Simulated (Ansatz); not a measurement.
A run for Ansatz (a quantum-chemistry and plane-wave program): U-CCSD(T)/cc-pV(D+d)Z on O (SMILES [O]). The basis file is the Basis Set Exchange's JSON of that set.

Ansatz 0.2 input:
```yaml
crystal:
  periodic: [false, false, false]
  atoms:
    - {symbol: O, position_ang: [0.00000000, 0.00000000, 0.00000000]}
basis:
  gaussian:
    orbitals: cc-pV_D+d_Z.json
magnetization: {spin_polarized: true, initial_magnetization: 2}
correlation: {method: ccsd_t, electrons: outside_noble_gas}
scf: {omitted_lower_state_checks: [cluster_reference]}
```

It printed:

```
WARN ansatz: RAYON_NUM_THREADS=1 ignored (pool sized by the plan → 1); use --threads N
Functional definition: HF
these checks for a lower state are left out or cut short: cluster_reference
integrals: 0.00 GiB planned
71 factors; integrals over basis functions are off by at most 1.5e-4 eV
mean field: 0.04 GiB planned
mean field evaluation 1: about -2034.9853 eV, gradient 7.1e0 eV
mean field evaluation 2: about -2034.9858 eV, gradient 7.1e0 eV
mean field evaluation 4: about -2035.1955 eV, gradient 6.2e-1 eV
mean field evaluation 8: about -2035.1985 eV, gradient 5.1e-4 eV
mean field evaluation 16: about -2035.1985 eV, gradient 3.6e-6 eV
mean field -2035.19851766 eV, -74.7921660167 hartree, gradient 1.6e-6 eV, S^2 2.004367; 3 other end points of the search recorded, 0 dependent functions left out
1 core orbitals not correlated
reference -2035.19851766 eV, -74.7921660167 hartree; 4, 2 occupied and 9, 11 virtual orbitals, 71 factors
second order -2.77460529 eV of doubles, -0.00000000 eV of singles
coupled cluster: 0.04 GiB planned
cycle   1  -3.10601314 eV  change   -3.3e-1 eV  update   2.3e-2
cycle   2  -3.18034958 eV  change   -7.4e-2 eV  update   6.9e-3
cycle   3  -3.18446163 eV  change   -4.1e-3 eV  update   1.9e-3
cycle   4  -3.18462504 eV  change   -1.6e-4 eV  update   5.9e-4
cycle   5  -3.18464031 eV  change   -1.5e-5 eV  update   8.6e-5
cycle   6  -3.18466110 eV  change   -2.1e-5 eV  update   9.7e-6
cycle   7  -3.18465709 eV  change    4.0e-6 eV  update   1.4e-6
perturbative correction -0.02039897 eV, -0.0007496485 hartree
Total energy: -2038.40357372 eV, -74.9099496547 hartree
Checks for a lower state left out: cluster_reference
```

The run converged.

Cost: roughly 0.4 core-seconds.
